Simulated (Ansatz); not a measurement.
## Energy profile

The step: GaSiH₅S ([SiH3][GaH][SH]) → GaHS ([S][GaH]) + SiH₄; bonds formed: Si2–H4; bonds broken: Ga1–Si2, S3–H4 (atoms numbered as in the saddle structure below).

```csv
atom,x (Å),y (Å),z (Å)
Ga1,-1.3290,-0.4456,-0.8278
Si2,0.7298,0.4631,0.6916
S3,-0.2500,-1.7973,-2.0126
H4,0.4178,-0.7214,-0.6733
H5,-2.5446,0.3440,-0.2878
H6,2.1622,0.0699,0.6325
H7,0.6154,1.9242,0.4274
H8,0.1986,0.1630,2.0500
```

Electronic energies by CCSD(T) at an estimated basis limit (MP2 extrapolated from triple and quadruple zeta, plus CCSD(T) − MP2 in triple zeta), on PBE0-D4/def2-TZVP structures; GaSiH5S, closed shell; no counterpoise correction. Ansatz 0.2.0; basis: def2-TZVPP and def2-QZVPP; cores frozen in the correlated methods. Filled d shells of the heavier atoms are correlated. The def2 sets are not built for correlating such inner shells, so the correlated values are less sure here. Extrapolation: Hartree–Fock as exp(−7.88 √X), correlation as X^−2.97.

Problem. Give the profile in eV, counted from the start structure. (To be estimated.)

Solution. The calculation gives:
```json
{"point": "start structure", "eV": "0.000"}
{"point": "saddle", "eV": "2.316"}
{"point": "end structure", "eV": "0.888"}
{"point": "separated: GaHS (linked as [S][GaH]; Ga1, S3, H5; singlet) + SiH4 (Si2, H4, H6, H7, H8; singlet)", "eV": "0.946"}
```

The T1 diagnostic stays at or below 0.019.

For scale, one of the runs: CCSD(T)/def2-TZVPP, 202 basis functions, launched by `ansatz run in.yaml --threads 4 --pin off --events-out ev --progress --plain --max-ram 9574MiB`. Time: 70 s of wall clock on 4 CPU threads of an AMD EPYC; the host was shared. Peak host memory: 2.3 GiB.
